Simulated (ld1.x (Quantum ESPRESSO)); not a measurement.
## u(r) = r·R(r): atom against pseudo-atom (carbon (C))

Columns: radius, all-electron u(r) and pseudo u(r) of the 2s shell (level -13.75 eV) of carbon in the configuration [He] 2s2 2p2; PBE, scalar-relativistic, PAW scheme, ld1.x (Quantum ESPRESSO) 7.5.

```json
{"r (bohr)": "0.163", "all-electron": "0.3433", "pseudo": "-0.1684"}
{"r (bohr)": "0.325", "all-electron": "0.1040", "pseudo": "-0.3292"}
{"r (bohr)": "0.488", "all-electron": "-0.2198", "pseudo": "-0.4780"}
{"r (bohr)": "0.650", "all-electron": "-0.4846", "pseudo": "-0.6063"}
{"r (bohr)": "0.813", "all-electron": "-0.6679", "pseudo": "-0.7094"}
{"r (bohr)": "0.975", "all-electron": "-0.7728", "pseudo": "-0.7806"}
{"r (bohr)": "1.138", "all-electron": "-0.8166", "pseudo": "-0.8168"}
{"r (bohr)": "1.300", "all-electron": "-0.8158", "pseudo": "-0.8158"}
{"r (bohr)": "1.463", "all-electron": "-0.7855", "pseudo": "-0.7855"}
{"r (bohr)": "1.625", "all-electron": "-0.7372", "pseudo": "-0.7372"}
{"r (bohr)": "1.788", "all-electron": "-0.6787", "pseudo": "-0.6787"}
{"r (bohr)": "1.950", "all-electron": "-0.6166", "pseudo": "-0.6166"}
{"r (bohr)": "2.113", "all-electron": "-0.5538", "pseudo": "-0.5538"}
{"r (bohr)": "2.275", "all-electron": "-0.4936", "pseudo": "-0.4936"}
{"r (bohr)": "2.438", "all-electron": "-0.4367", "pseudo": "-0.4367"}
{"r (bohr)": "2.600", "all-electron": "-0.3847", "pseudo": "-0.3847"}
{"r (bohr)": "2.763", "all-electron": "-0.3371", "pseudo": "-0.3371"}
{"r (bohr)": "2.925", "all-electron": "-0.2946", "pseudo": "-0.2946"}
{"r (bohr)": "3.088", "all-electron": "-0.2565", "pseudo": "-0.2565"}
{"r (bohr)": "3.250", "all-electron": "-0.2230", "pseudo": "-0.2230"}
{"r (bohr)": "3.413", "all-electron": "-0.1934", "pseudo": "-0.1934"}
{"r (bohr)": "3.575", "all-electron": "-0.1675", "pseudo": "-0.1675"}
{"r (bohr)": "3.738", "all-electron": "-0.1447", "pseudo": "-0.1447"}
{"r (bohr)": "3.900", "all-electron": "-0.1250", "pseudo": "-0.1250"}
{"r (bohr)": "4.063", "all-electron": "-0.1077", "pseudo": "-0.1077"}
{"r (bohr)": "4.225", "all-electron": "-0.0928", "pseudo": "-0.0928"}
```

**Question.** How many radial nodes do the two functions have?

**Answer.** The all-electron 2s function has n − l − 1 = 1; the pseudo-wave has 0, since the states of the same l below it are removed with the core.

**Question.** At about which radius was the pseudo-wave matched?

**Answer.** 1.20 bohr, where the columns begin to agree (steps of 0.16 bohr).

**Question.** Where does each function peak?

**Answer.** Outermost all-electron maximum near 1.14 bohr, pseudo maximum near 1.14 bohr (to the table’s step).

**Question.** Is the pseudo-wave norm-conserving?

**Answer.** No, it belongs to a PAW set: the norm inside the radius is not constrained, and the difference is carried by the augmentation charge.
